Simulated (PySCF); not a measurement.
# Where the electron goes

Species: C₄H₁₀OSi.
Numbering: `[CH2:1]=[CH:2][CH2:3][CH2:4][SiH2:5][OH:6]` (hydrogens: H7, H8 on C1; H9 on C2; H10, H11 on C3; H12, H13 on C4; H14, H15 on Si5; H16 on O6)

Cartesian coordinates in Å at the GFN2-xTB level; atoms count from 1:
```
atom  x, y, z in Å
C1     2.944   -0.056    0.231
C2     1.849   -0.711   -0.106
C3     0.607   -0.069   -0.636
C4    -0.571   -0.270    0.321
Si5   -2.177    0.532   -0.310
O6    -3.418    0.272    0.711
H7     3.815   -0.554    0.624
H8     3.018    1.014    0.123
H9     1.797   -1.786    0.015
H10    0.779    0.998   -0.787
H11    0.358   -0.510   -1.604
H12   -0.293    0.138    1.297
H13   -0.724   -1.342    0.472
H14   -2.670   -0.106   -1.523
H15   -1.952    1.972   -0.478
H16   -3.369    0.487    1.638
```

Computed, not measured: PySCF 2.14.0, density-fitted response routines, TDDFT B3LYP/def2-SVPD, vertical, gas phase, core orbitals frozen in the response.

Kohn–Sham orbitals with the atoms that hold most of them (Löwdin shares over 4%, at most four atoms; ? is withheld):

| orbital | ε (eV) | atoms |
| --- | --- | --- |
| LUMO+2 | 0.50 | Si5 15%, C4 11%, C3 11%, C2 10% |
| LUMO+1 | 0.04 | C1 33%, C2 32%, H8 6%, H7 6% |
| LUMO | ? | ? |
| HOMO | -7.23 | C1 35%, C2 31%, C4 8%, C3 6% |
| HOMO-1 | -8.09 | ? |
| HOMO-2 | -8.70 | O6 29%, Si5 24%, H14 16%, H15 14% |
| HOMO-3 | -9.51 | C3 21%, C4 14%, H10 12%, C2 12% |

Which atoms hold the LUMO, and with what shares?

O6 (bonded to Si and H) 28%; Si5 (bonded to C, O and 2 H) 27%; H16 (bonded to O) 17%; H15 (bonded to Si) 7%. By element: oxygen 28%, silicon 27%, hydrogen 24% or more.

Which atoms hold the HOMO-1, and with what shares?

C4 (bonded to C, Si and 2 H) 21%; O6 (bonded to Si and H) 21%; Si5 (bonded to C, O and 2 H) 15%; C3 (bonded to 2 C and 2 H) 9%. By element: carbon 30% or more, oxygen 21%, silicon 15%.

What is the LUMO energy, and the HOMO–LUMO gap?

ε(LUMO) = -0.16 eV; the gap is 7.07 eV (0.2598 hartree).

The HOMO–LUMO gap is 7.07 eV. Where does the response calculation put the lowest singlet, and from which orbitals?

S1 is at 6.39 eV (f = 0.0064), 0.68 eV below the gap, made of HOMO→LUMO (91%). Without the coupling terms of the response equations the lowest excitation would equal the gap.

One configuration dominates each of S1 and S3. Which, and how do the shares of the two leading atoms of either orbital change from the occupied to the empty one?

- S1 (6.39 eV, f 0.0064), HOMO→LUMO (91%): C1 35% → at most 8%, C2 31% → at most 8%, O6 at most 6% → 28%, Si5 at most 6% → 27%
- S3 (6.97 eV, f 0.0069), HOMO-1→LUMO (87%): C4 21% → at most 8%, O6 21% → 28%, Si5 15% → 27%

Löwdin shares depend on the basis, the more so with diffuse functions.

One conformer stands for the species.
